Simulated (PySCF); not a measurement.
H2OSi, SMILES O=[SiH2] (connectivity only; charge and spin as stated), charge +1, multiplicity 2. Geometry optimised at r2SCAN-D4/def2-TZVP. The spin state was assumed, not searched.

Computed with r2SCAN-D4/def2-TZVP in PySCF 2.14.0.

Harmonic wavenumbers (cm⁻¹): 469, 651, 820, 979, 2222, 2291. Rotational constants (GHz): 140.3, 17.43, 15.50; symmetry number 2.

**Question.** Work out the zero-point energy and the ideal-gas rigid-rotor harmonic-oscillator thermochemistry at 298.15 K and 1 atm.

**Answer.** ZPE = ½ Σ hcν = ½ × 7431 cm⁻¹ = 10.62 kcal/mol. H − E(el) = 13.30 kcal/mol. Entropy in cal/(mol K): translation 37.41, rotation 18.30, vibration 1.41, spin 1.38, total 58.49. G − E(el) = -4.14 kcal/mol. Cp = 11.22 cal/(mol K).
